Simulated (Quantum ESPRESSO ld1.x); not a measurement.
Results of a calculation; reference values are marked as such.
Mean orbital radii <r> (bohr) of the osmium ion Os26+, [Kr] 4d10 4f4, at several levels of relativity; Dirac values are averaged over j with weights 2j + 1. Spin-unpolarised spherical Kohn-Sham, PBEsol, point nucleus, ld1.x of Quantum ESPRESSO 7.5. A level marked "c x" has the speed of light scaled by that factor and shares open shells by 2j + 1; other Dirac levels either fill j = l - 1/2 first or share by 2j + 1.

shell       non-rel.  Dirac, 2j+1 shares  Dirac, low j first  Dirac, c x 100  change of magnitude, last against first (%)
1s           0.01993             0.01773             0.01773         0.01993                                        0.00
2s           0.08412             0.07428             0.07428         0.08412                                        0.00
2p           0.07112             0.06679             0.06679         0.07112                                        0.00
3s            0.2124              0.1930              0.1930          0.2124                                        0.00
3p            0.2025              0.1931              0.1931          0.2025                                        0.00
3d            0.1773              0.1757              0.1757          0.1773                                        0.00
4s            0.4484              0.4145              0.4145          0.4484                                        0.00
4p            0.4491              0.4328              0.4328          0.4491                                        0.00
4d            0.4465              0.4447              0.4448          0.4465                                        0.00
4f            0.4292              0.4339              0.4341          0.4292                                        0.00
5s (empty)    0.8260              0.7774              0.7775          0.8260                                        0.00
5p (empty)    0.8433              0.8202              0.8203          0.8433                                        0.00
